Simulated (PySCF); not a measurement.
C2H6OZn. Atoms are numbered in the order given.

```xyz
10

Zn     0.2795     0.1533     0.3537
C     -0.0894    -0.9584    -1.1977
C     -1.4600    -0.7384    -1.8536
H      0.0139    -2.0115    -0.8780
H      0.7165    -0.7908    -1.9349
H     -1.5812     0.2955    -2.2173
H     -2.2880    -0.9341    -1.1525
H     -1.6074    -1.4051    -2.7219
O      0.6029     1.0550     1.8589
H      0.8341     1.9868     1.7317
```

The structure is a stationary point at TPSSh-D3(BJ)/def2-SVP. The isomer is the one that the SMILES or the coordinates give; other isomers of the formula were not compared. One conformer was computed; it need not be the lowest.

The numbers are results of TPSSh-D3(BJ)/def2-SVP (PySCF), not measurements.

Frequencies are harmonic and unscaled.

Computed harmonic wavenumbers and intensities:
```csv
mode,ν (cm⁻¹),IR (km/mol),Raman (Å⁴/amu),depolarisation,moving atoms (share of kinetic energy)
1,37,104.1,3.4,0.75,"H 70 %, O 24 %"
2,100,2.0,1.2,0.73,"H 33 %, O 29 %, C 19 %, Zn 19 %"
3,123,7.1,0.2,0.53,"O 32 %, H 32 %, Zn 27 %, C 8 %"
4,246,5.2,0.9,0.23,"C 48 %, H 24 %, Zn 22 %"
5,249,2.3,0.2,0.34,"H 79 %, C 14 %"
6,509,2.4,22.6,0.19,"C 60 %, H 20 %, O 16 %"
7,619,32.2,0.4,0.45,"H 80 %, C 16 %"
8,672,144.8,3.1,0.08,"O 49 %, H 29 %, Zn 16 %"
9,724,15.1,4.7,0.70,"H 66 %, O 19 %, Zn 13 %"
10,936,5.5,0.2,0.68,"H 91 %, C 8 %"
11,965,3.0,1.9,0.29,"H 82 %, C 18 %"
12,1031,9.6,6.0,0.68,"C 74 %, H 26 %"
13,1216,7.8,20.7,0.23,"H 65 %, C 35 %"
14,1252,2.0,2.8,0.75,"H 77 %, C 23 %"
15,1407,6.3,6.2,0.65,"H 82 %, C 18 %"
16,1448,0.7,14.1,0.74,"H 91 %, C 9 %"
17,1493,1.3,15.1,0.74,H 96 %
18,1501,5.3,20.9,0.75,H 97 %
19,3011,56.6,124.2,0.12,H 97 %
20,3022,17.7,182.3,0.07,H 95 %
21,3065,6.3,136.7,0.75,"H 91 %, C 9 %"
22,3082,34.1,121.2,0.71,"H 91 %, C 9 %"
23,3102,41.7,33.2,0.75,"H 91 %, C 9 %"
24,3810,23.8,158.5,0.28,H 94 %
```
